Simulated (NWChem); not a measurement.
Molecule: CH4BClO; SMILES CB(Cl)O

```xyz
8

B      0.0860    -0.4361    -0.0012
Cl    -0.0851     1.3460    -0.0001
C     -1.1810    -1.3480    -0.0003
H     -1.7908    -1.1523     0.8968
H     -0.9194    -2.4151    -0.0254
H     -1.8247    -1.1161    -0.8638
O      1.3274    -0.9557     0.0000
H      2.0192    -0.2840     0.0017
```
Atoms are numbered in this order, from 1.

Computed with NWChem. All runs use the structure optimised with PBE0/def2-SVP. Total energies compare along this basis series because the functional is fixed.

| level | basis functions | energy (Ha) | highest occupied level (eV) | orbital gap (eV) | dipole (D) | relative time |
|---|---|---|---|---|---|---|
| Hartree-Fock/def2-SVP | 80 | -599.1123 | -12.19 | 16.52 | 0.59 | 1 |
| Hartree-Fock/def2-SVPD | 122 | -599.1256 | -12.38 | 14.01 | 0.55 | 3 |
| Hartree-Fock/def2-TZVP | 154 | -599.4288 | -12.31 | 15.45 | 0.53 | 8 |
| Hartree-Fock/def2-TZVPP | 191 | -599.4312 | -12.31 | 15.44 | 0.53 | 6 |

Times are rough ratios from one shared machine.
